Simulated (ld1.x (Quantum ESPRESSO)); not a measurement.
Pd, TM: configuration errors across variants

```
Element                 : Pd (Z = 46)
Generator               : ld1.x (Quantum ESPRESSO) 7.5
Type                    : norm-conserving Troullier–Martins (Kleinman–Bylander form)
Functional              : LDA (PZ)
Relativity              : fully relativistic
Frozen core             : [Kr]
Valence charge          : 10
Reference configuration : 4d8.5 5s0 5p0 (charge +1.5)
Partial waves           : 5s (bound, empty): rc 2.35 bohr; 5p (bound, empty): rc 3.00 bohr; 4d (bound): rc 2.00 bohr
Local potential         : all-electron potential smoothed inside 1.60 bohr (lloc = -2)
Core correction         : a·sin(br)/r model core inside 0.95 bohr
```

Open shells are filled in proportion to 2j + 1 (rel_dist='average').

All-electron excitation energies from the reference (eV): (1) 4d10 5s0 5p0 -18.347; (2) 4d9 5s0 5p0 -8.954; (3) 4d8 5s0 5p0 12.127; (4) 4d9.5 5s0 5p0 -14.975; (5) 4d6 5s0 5p0 96.267; (6) 4d9 5s0 5p1 -13.030.

Tests that are not counted but printed errors over 1 eV. “base”: 4d9 5s1 5p0 (solver errors, printed error -786 eV). “wave 5p (bound): rc 3.00 bohr becomes 5p (bound): rc 2.44 bohr”: 4d9 5s1 5p0 (solver errors, printed error +7.3 eV). “wave 4d (bound): rc 2.00 bohr becomes 4d (bound): rc 2.44 bohr”: 4d9 5s1 5p0 (solver errors, printed error +5.5 eV). “wave 5s (bound): rc 2.35 bohr becomes 5s (bound): rc 2.24 bohr”: 4d9 5s1 5p0 (solver errors, printed error -797 eV).

4 further variants failed, have other tests or another functional or relativity, and are left out.

A true bound ghost makes a file unfit for plane-wave use even where its test errors are small: the radial tests pick states by their node count and pass the ghost by. Where a test does run into it, the solver fails or the error is huge.

Errors AE − PS in meV (a dash: test not solved or not reliable):

```tsv
change	(1)	(2)	(3)	(4)	(5)	(6)	bound ghosts
base	-65	-13	-19	-39	-794	+4.9	s
all radii but the core radius scaled by about 1.39 (s 3.28, p 4.18, d 2.78 bohr); local potential all-electron potential smoothed inside 2.24 bohr (lloc = -2)	-78	-11	-12	-40	-176	-13	none
local potential the s channel	-182	-31	–	-103	-1423	-17	none
local potential all-electron potential smoothed inside 2.94 bohr (lloc = -2)	-204	-34	-43	-113	-1425	-19	none
wave 5p (bound): rc 3.00 bohr becomes 5p (bound): rc 2.44 bohr	-65	-13	-19	-39	-793	+5.1	s
wave 4d (bound): rc 2.00 bohr becomes 4d (bound): rc 2.44 bohr	-63	-11	-15	-36	-498	+3.9	s
wave 5s (bound): rc 2.35 bohr becomes 5s (bound): rc 2.24 bohr	-65	-13	-19	-39	-794	+4.9	s
type ultrasoft; waves now 5s (bound): rcut 2.05, rcutus 2.35 bohr; 5s channel at 3.35 Ry: rcut 2.05, rcutus 2.35 bohr; 5p (bound): rcut 2.60, rcutus 3.00 bohr; 5p channel at 1.25 Ry: rcut 2.60, rcutus 3.00 bohr; 4d (bound): rcut 1.75, rcutus 2.00 bohr; 4d channel at -0.75 Ry: rcut 1.75, rcutus 2.00 bohr; local potential all-electron potential smoothed inside 2.25 bohr (lloc = -1); augmentation PSQ, inside the norm-conserving radii	–	–	–	–	–	–	none
```

(1) Give the same row for: core correction a·sin(br)/r model core inside 1.58 bohr.

## Answers

(1) -62, -12, -18, -37, -713, +5.1; bound ghosts: s. Not counted: 4d9 5s1 5p0 (solver errors, printed error +4.4 eV).
